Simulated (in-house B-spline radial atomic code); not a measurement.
The numbers below are computed, except where a source is named.
**Softness against transferability: the 1s channel of Li**

Li, [He] 2s1, non-relativistic LDA (VWN5), spherical and spin-unpolarised, from a B-spline radial code for spherical atoms (atomic units). The all-electron 1s level is ε = -1.878564 hartree and its outer maximum at 0.37 bohr.

Troullier-Martins pseudo-orbitals are made for several radii. The cutoffs (hartree) are the plane-wave energies beyond which the orbital holds less than the named kinetic energy per electron. The phase error is the difference, pseudo minus all-electron, of arctan(R P'/P) at R = 0.81 bohr for all radii, half a hartree below and above the level.

```
r_c (bohr)  V_l(0) (hartree)  cutoff for 10 mEh  for 1 mEh  for 0.1 mEh  phase error at ε − 0.5 (mrad)  at ε + 0.5 (mrad)
      0.27            -37.82                209        344        > 450                           0.0               0.0
      0.32            -31.94                171        269        > 450                           0.0               0.0
      0.37            -27.66                144        218        > 450                           +0.1               0.0
      0.41            -24.98                125        188          420                           +0.1               +0.1
      0.46            -22.30                108        159          346                           +0.2               +0.1
      0.51            -20.15               93.6        137          291                           +0.3               +0.2
```

Problem. Which radius needs the lowest cutoff for 1 mEh while both phase errors stay within 0.4 mrad?

Solution. The radii within that limit are 0.27, 0.32, 0.37, 0.41, 0.46, 0.51 bohr; of these r_c = 0.51 needs the least, 137 hartree, that is 274 Ry or 3728 eV.

Problem. What does the larger radius buy, and what does it cost?

Solution. From r_c = 0.27 to 0.51 bohr the cutoff for 1 mEh goes from 344 to 137 hartree, a factor of 2.51, against 3.57 for a pure 1/r_c² scaling, end to end; step by step it is 344, 269, 218, 188, 159, 137, and for 0.1 mEh > 450, > 450, > 450, 420, 346, 291; the number of plane waves goes as the cutoff to the power 3/2, here a factor of 4.0. The larger of the two phase errors is least at r_c = 0.27 bohr, 0.0 mrad; it is 0.0 at the smallest radius and 0.3 at the largest. These errors test the reference atom alone. Large radii also let the cores of neighbours overlap, which an atom doesn't show.
